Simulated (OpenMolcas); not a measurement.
## Os2+ in a point-charge field

Os2+ among 4 point charges of -2.5 e arranged as a tetrahedron (Td), 2.21 Å from the ion.
```
   1.2759    1.2759    1.2759  -2.50
   1.2759   -1.2759   -1.2759  -2.50
  -1.2759    1.2759   -1.2759  -2.50
  -1.2759   -1.2759    1.2759  -2.50
```

```yaml
Program: OpenMolcas 26.06
Method: "SS-CASPT2, IPEA 0.25 Eh, imaginary shift 0.1 Eh (closed shells correlated: 4f 5s 5p)"
Basis: ANO-RCC-VDZP [7s6p4d2f1g]
Scalar_Hamiltonian: DKH2, point nucleus
Active_space: 6 electrons in 5 orbitals (5d)
State_averaging: 2S+1 = 5 even, 5 roots; 2S+1 = 3 even, 45 roots; 2S+1 = 1 even, 50 roots
Spin-orbit_coupling: state interaction with AMFI integrals over the reference wave functions
```

The lowest spin-free states (labels of Td), above the lowest:

```csv
State,Degeneracy,E (cm-1),Free-ion L (%)
5E,2,0,D (100)
5T2,3,2420,D (100)
3T1,3,13600,H (69)
3T1,3,14800,P (43)
3E,2,15110,H (97)
3T2,3,15300,H (63)
3A2,1,16930,F (100)
3A1,1,17790,G (100)
3T2,3,17900,F (50)
3T1,3,17900,H (73)
3E,2,18360,G (97)
3T1,3,19000,G (49)
3T1,3,20360,P (41)
1E,2,20590,I (84)
3T2,3,20640,G (81)
1T2,3,21040,G (72)
1T2,3,21080,I (85)
3E,2,21300,D (99)
3T2,3,22320,D (96)
1A2,1,22600,I (100)
```

The lowest levels with spin-orbit coupling:

```json
{"E (cm-1)": "0", "Degeneracy": "1", "Label": "A1", "2S+1": "5 (88 %)"}
{"E (cm-1)": "220", "Degeneracy": "3", "Label": "T1", "2S+1": "5 (88 %)"}
{"E (cm-1)": "350", "Degeneracy": "2", "Label": "E", "2S+1": "5 (87 %)"}
{"E (cm-1)": "890", "Degeneracy": "3", "Label": "T2", "2S+1": "5 (86 %)"}
{"E (cm-1)": "3820", "Degeneracy": "1", "Label": "A2", "2S+1": "5"}
{"E (cm-1)": "4670", "Degeneracy": "3", "Label": "T2", "2S+1": "5 (88 %)"}
{"E (cm-1)": "5330", "Degeneracy": "2", "Label": "E", "2S+1": "5 (72 %)"}
{"E (cm-1)": "5770", "Degeneracy": "3", "Label": "T1", "2S+1": "5"}
{"E (cm-1)": "6120", "Degeneracy": "3", "Label": "T2", "2S+1": "5 (77 %)"}
{"E (cm-1)": "7820", "Degeneracy": "3", "Label": "T1", "2S+1": "5 (86 %)"}
{"E (cm-1)": "8160", "Degeneracy": "1", "Label": "A1", "2S+1": "5 (83 %)"}
{"E (cm-1)": "13140", "Degeneracy": "3", "Label": "T2", "2S+1": "3 (71 %)"}
{"E (cm-1)": "13700", "Degeneracy": "2", "Label": "E", "2S+1": "3 (78 %)"}
{"E (cm-1)": "14590", "Degeneracy": "3", "Label": "T1", "2S+1": "3 (78 %)"}
{"E (cm-1)": "14900", "Degeneracy": "1", "Label": "A1", "2S+1": "3 (78 %)"}
{"E (cm-1)": "15980", "Degeneracy": "3", "Label": "T2", "2S+1": "3 (79 %)"}
{"E (cm-1)": "16340", "Degeneracy": "2", "Label": "E", "2S+1": "3 (62 %)"}
{"E (cm-1)": "17130", "Degeneracy": "3", "Label": "T1", "2S+1": "3"}
{"E (cm-1)": "17210", "Degeneracy": "3", "Label": "T2", "2S+1": "3"}
{"E (cm-1)": "17220", "Degeneracy": "2", "Label": "E", "2S+1": "3"}
```

Powder χT (cm3 K/mol): 0.0672 at 2 K, 0.336 at 10 K, 1.67 at 50 K, 3.09 at 100 K, 4.29 at 200 K, 4.64 at 300 K. The effective moment at 300 K is 2.828 √(χT) = 6.09 μB.

Roots that are degenerate in the reference are averaged as groups; the widest CASPT2 spread within a group is 160 cm-1 (the 3-fold group of multiplicity 1 near 26900 cm-1 above the lowest state of its run). Shifts and gaps below about the spread of the groups concerned are not significant. Spin-orbit coupling mixes the spin-free states strongly: the lowest level takes only 64 % from its leading state, 5E. An orbital doublet at a regular site is open to a Jahn-Teller distortion, which this geometry leaves out. Point charges give a weaker field than real ligands, and real ions of this kind are as a rule low spin; the high spin found here belongs to the model. The ground term spreads over less than 5000 cm-1, several times less than with real ligands, so orbital moments are less quenched and χT lies further from the spin-only value than at real sites. Free-ion shares, where given, are those of the reference states; single-state CASPT2 does not remix them. This is an electrostatic model: the charges have no orbitals. No measured value stands beside these numbers.
